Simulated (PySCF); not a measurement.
SnI₂, SMILES [I][Sn][I] (connectivity only; charge and spin as stated), neutral, multiplicity 1.

Coordinates come from a B3LYP-D3(BJ)/def2-SVP optimisation. The isomer is the one that the SMILES or the coordinates give; other isomers of the formula were not compared. The def2 effective core potentials stand for the cores of I, Sn; spin–orbit coupling is left out.

Method: PBE/def2-TZVPD in PySCF.

**Question.** Estimate the frontier levels, gap, dipole moment and polarisability. (An estimate is asked for; the answer gives what the named calculation found.)

**Answer.** 
```
Quantity                                                                                                          Value
---------------------------------------------------------------------------------------------  ------------------------
highest occupied level                                                                                         -6.31 eV
lowest empty level                                                                                             -3.99 eV
orbital gap                                                                                                     2.33 eV
dipole moment                                                                                                    2.52 D
quadrupole, principal values (traceless, Buckingham form, about the centre of nuclear charge)     -7.80, 2.88, 4.92 D·Å
mean static polarisability                                                                       129.1 bohr³ (19.13 Å³)
polarisability, principal values                                                               87.6, 122.3, 177.5 bohr³
```
